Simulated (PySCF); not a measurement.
Compound: C₂H₆O₄Si (charge -1 and doublet state).
Cartesian coordinates in Å at the GFN2-xTB level; atoms count from 1:
```xyz
13
C2H6O4Si angstrom
C     -2.114   -0.745    0.632
O     -0.731   -0.716    0.517
C     -0.210    0.247   -0.490
O     -1.059    0.888   -1.174
Si     1.545    0.677   -0.129
O      2.270   -0.687    0.497
O      2.273    1.139   -1.557
H     -2.424   -0.443    1.644
H     -2.539   -0.045   -0.102
H     -2.495   -1.756    0.431
H      2.169    1.705    0.747
H      1.628   -1.363    0.697
H      1.681    1.100   -2.303
```

The hyperfine couplings belong to this conformer and change with its torsions.

Identity: `CO[C]([O-])[SiH](O)O` [radical] (charge -1).

Method: UKS B3LYP, pcH-1 on C H O Si, non-relativistic, mean-field spin-orbit, GIAO in PySCF. Whether the extra electron is bound in the gas phase wasn't checked; a finite basis holds it in any case. Couplings are sensitive to structure, and on GFN2-xTB geometries they can be far from those on DFT ones, by a factor of two or more for some ions and for spin on atoms past the first row. Stability of the SCF solution: not tested.

(1) Where do the isotropic ENDOR lines of H11 and H8/H9/H10 fall at 339.2 mT, to first order?

(2) Which pairs are centred on the nuclear Larmor frequency, and which on half the coupling?

Results:

(1) ν± = |νn ± a/2|, one line for each electron-spin manifold; νn = |g_N| × 7.62259 MHz/T × B.

```
   nuclei  isotope     g_N  νn (MHz)  a_iso (MHz)  lower line (MHz)  upper line (MHz)
      H11       1H  5.5857     14.44        60.34             15.73             44.61
H8/H9/H10       1H  5.5857     14.44         5.01             11.94             16.95
```

(2) Centred on νn, since |a| < 2νn: H8/H9/H10. Centred on |a|/2 and split by 2νn: H11.

Nuclei that the bonding pattern makes equivalent are averaged, as if the motion that swaps them (rotation, inversion, ring flip) were fast. The three 1H nuclei of mean +5.0 MHz run from -0.2 to 10.2 MHz in the frozen geometry.
